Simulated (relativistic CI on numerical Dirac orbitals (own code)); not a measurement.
**Crystal-field levels of Dy⁴⁺, 4f8**

Calculated by Dirac-Coulomb-Breit CI, KLI orbitals optimised for each configuration, QED by a radiative potential, valence Slater integrals scaled by 0.7, one configuration in a parametric crystal field (own radial code).

Field parameters in Wybourne normalisation. The field is a parameter set, without covalency.

S and J are read from ⟨S²⟩ = S(S + 1) and ⟨J²⟩ = J(J + 1) of each level; they are not fictitious spins.

D3d, B20 = 1950, B40 = -1780, B43 = 710, B60 = 270, B63 = 360, B66 = -1040 cm⁻¹, the lowest 16 levels:

```
E (cm⁻¹)  Degeneracy  Irrep     S     J
     0.0           1     A1  2.93  5.99
     0.3           1     A2  2.93  5.99
     453           2      E  2.93  5.94
     770           2      E  2.93  5.94
     898           1     A1  2.93  5.95
    1060           1     A2  2.93  5.99
    1092           2      E  2.93  5.99
    1128           2      E  2.93  6.00
    1144           1     A1  2.93  6.00
    3027           1     A1  2.95  4.89
    3073           2      E  2.95  4.96
    3310           2      E  2.95  5.02
    3382           1     A2  2.95  4.96
    3492           2      E  2.95  4.94
    3667           2      E  2.95  4.96
    3729           1     A2  2.95  4.97
```

D4h, B20 = -670, B40 = -2020, B44 = -790, B60 = 800, B64 = -700 cm⁻¹, the lowest 16 levels:

```
E (cm⁻¹)  Degeneracy  Irrep     S     J
     0.0           1     A1  2.93  6.00
    23.8           2      E  2.93  6.00
    63.4           1     B1  2.93  6.00
     198           1     B2  2.93  5.98
     290           2      E  2.93  5.98
     334           1     B1  2.93  6.00
     334           1     B2  2.93  6.00
     436           1     A2  2.93  5.98
     451           1     A1  2.93  5.98
     516           2      E  2.93  5.99
    2730           1     A2  2.95  4.99
    2744           1     A1  2.95  5.00
    2747           2      E  2.95  4.99
    2753           1     B1  2.95  4.99
    2851           1     A2  2.95  4.98
    2922           2      E  2.95  4.97
```

The next free-ion level lies 2598 cm⁻¹ above the lowest; the field splits the ground level into components whose J stays near 6 as long as their spread is small against that gap.

Levels of this model without a field, named by their leading LS term (the scale mimics covalency, so terms lie below those of the real free ion): 7F_6 0, 7F_5 2598, 7F_4 3891, 7F_3 5091, 7F_2 5883, 7F_1 6444, 7F_0 6708, 5D_4 16934 cm⁻¹.
